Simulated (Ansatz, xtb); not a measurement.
Relative energy of two isomers of C4H2B−

Structure a is `[C-]#CB1C=C1`, a singlet and structure b is `BC#CC#[C-]`, a singlet. Both are isolated ions in the gas phase, relaxed with PBE0-D3(BJ)/def2-SVPD.

Quicker runs give these differences E(b) − E(a): GFN2-xTB −1.555 eV; HF/STO-3G −0.316 eV (at GFN2-xTB geometries); r2SCAN-D4/def2-SVPD −0.042 eV (at GFN2-xTB geometries).

Q: Estimate E(b) − E(a) at the level CCSD(T)/def2-SVPD + ΔMP2/def2-TZVPPD.

A: Too close to call at this level: CCSD(T)/def2-SVPD + ΔMP2/def2-TZVPPD gives E(b) − E(a) = −0.026 eV.

How the difference moves with the method:

```tsv
level	geometry	E(b) − E(a) (eV)	departure from the last row (eV)	job, with rough time for the two
GFN2-xTB	GFN2-xTB	−1.555	−1.529	optimisation, 0.1 s
HF/STO-3G	GFN2-xTB	−0.316	−0.290	single point, 0.2 s
r2SCAN-D4/def2-SVPD	GFN2-xTB	−0.042	−0.016	single point, 3.3 s
PBE0-D3(BJ)/def2-SVPD	PBE0-D3(BJ)/def2-SVPD	+0.122	+0.148	optimisation, 17 s
HF/def2-SVPD	PBE0-D3(BJ)/def2-SVPD	+0.227	+0.253	part of the CCSD(T) run
MP2/def2-SVPD	PBE0-D3(BJ)/def2-SVPD	+0.038	+0.064	part of the CCSD(T) run
CCSD(T)/def2-SVPD	PBE0-D3(BJ)/def2-SVPD	+0.040	+0.066	single point
CCSD(T)/def2-SVPD + ΔMP2/def2-TZVPPD	PBE0-D3(BJ)/def2-SVPD	−0.026		single point, 32 s
```

As drawn, b has 1 C≡C, 1 C–C, 2 B–H in place of 2 C–B, 1 C=C, 2 C–H. Structure a has a 3-membered ring, b no ring.

The largest departure from CCSD(T)/def2-SVPD + ΔMP2/def2-TZVPPD is that of GFN2-xTB, 1.529 eV. The last row adds to CCSD(T) the change of the MP2 difference between the two basis sets, here −0.066 eV.

With harmonic frequencies from PBE0-D3(BJ)/def2-SVPD (ideal gas, rigid rotor, one conformer each, 200 K, 1 atm): the zero-point term adds −0.101 eV; ΔH is −0.116 and ΔG −0.124 eV.

The correlated steps freeze 5 core orbitals. Run with Ansatz 0.2.0, xtb 6.7.1; the last row on 2 threads of Arm Neoverse V1 on a shared host.
